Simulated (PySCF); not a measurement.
C2H6ClFSi, SMILES F[C@@H](Cl)C[SiH3].

Geometry: B3LYP-D3(BJ)/def2-SVP. The structure was generated by enumeration; whether it is a known compound was not checked. One conformer was computed; it need not be the lowest.

All values below come from PySCF with PBE/def2-TZVP.

The molecule is in vacuum.

Computed frontier levels, gap, dipole moment and polarisability:
The highest occupied level comes out as -7.32 eV and the lowest empty level comes out as -0.75 eV. The orbital gap is 6.57 eV. The dipole moment is 2.12 D and the quadrupole, principal values (traceless, Buckingham form, about the centre of nuclear charge) is -2.62, -1.95, 4.57 D·Å. The mean static polarisability is 66.3 bohr³ (9.82 Å³) and the polarisability, principal values is 57.5, 66.4, 74.9 bohr³.
